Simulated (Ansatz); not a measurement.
Molecule: C$_{4}$H$_{9}$O, charge 0, multiplicity 2. It need not be the lowest isomer of its formula. 
Coordinates optimised at B3LYP-D3(BJ)/def2-TZVP (Ansatz, an electronic-structure program):
SMILES: [CH2]OC(C)C
```xyz
14

C     -0.0533     1.5629     0.2198
C     -0.4098     0.0848     0.2593
C     -1.7178    -0.2287    -0.4400
O      0.6073    -0.6907    -0.3997
C      1.7538    -0.8813     0.2902
H      0.9124     1.7403     0.6935
H     -0.8098     2.1496     0.7440
H      0.0008     1.9095    -0.8139
H     -0.4591    -0.2531     1.3023
H     -1.6641     0.0657    -1.4896
H     -1.9352    -1.2957    -0.3915
H     -2.5378     0.3162     0.0299
H      2.4804    -1.4899    -0.2260
H      1.7165    -0.8427     1.3739
```
Charge 0, spin multiplicity 2.

Property: atomisation energy (electronic, to ground-state atoms), in kJ/mol. Correlated levels leave the core frozen unless marked. Open shells are spin-unrestricted. Spin-orbit coupling is left out. Non-relativistic. The coupled-cluster limit lacks core correlation, which all-electron functionals hold. CBS marks a two-point X^-3 extrapolation of the correlation energy; Hartree-Fock from the larger set. The bracket is a focal-point correction in the basis named.

| level | program | atomisation energy (kJ/mol) |
|---|---|---|
| PBE/def2-TZVPD | Ansatz | 5492.4 |
| PBE-D3(BJ)/def2-TZVPD | Ansatz + dftd3 | 5517.4 |
| r2SCAN-D3(BJ)/def2-TZVPD | Ansatz + dftd3 | 5421.5 |
| B3LYP/def2-TZVPD | Ansatz | 5367.8 |
| r2SCANh/def2-TZVPD | Ansatz | 5387.2 |
| r2SCAN0-D4/def2-TZVPD | Ansatz + dftd4 | 5355.2 |
| B2PLYP/def2-TZVPD | Ansatz | 5331.1 |
| CCSD(T) with core electrons/cc-pwCVTZ | Ansatz | 5294.8 |
| RI-MP2/CBS(cc-pVTZ,cc-pVQZ)+[CCSD(T)-MP2]/cc-pVTZ | Ansatz | 5396.3 |
| CCSD(T)/CBS(cc-pVTZ,cc-pVQZ) | Ansatz | 5389.3 |
